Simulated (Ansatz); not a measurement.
```xyz
8

O     1.092    0.360    1.729
Al   -0.160   -0.335    0.822
C    -0.145   -0.262   -1.134
Br   -1.306    1.361   -0.973
H     1.808    0.880    1.371
H    -1.295   -1.100    1.592
H     0.731    0.066   -1.688
H    -0.726   -0.970   -1.720
```

Total charge 0; spin multiplicity 1.

Problem. List the ωB97M-V/def2-TZVPP orbital energies in eV (Ansatz). (Best estimate.)

Solution. Ansatz gave: Occupied: -13157.21, -1709.52, -1537.73, -1537.66, -1537.65, -1531.89, -525.52, -282.53, -242.36, -182.09, -181.84, -181.81, -116.51, -76.17, -76.01, -75.98, -75.45, -75.39, -75.36, -75.16, -75.16, -29.87, -25.49, -21.13, -16.67, -15.01, -14.50, -12.79, -11.99, -11.81, -11.23, -10.75, -10.03. Lowest empty: 0.89, 1.77, 2.11, 2.63, 3.47, 3.84, 4.55, 4.66.
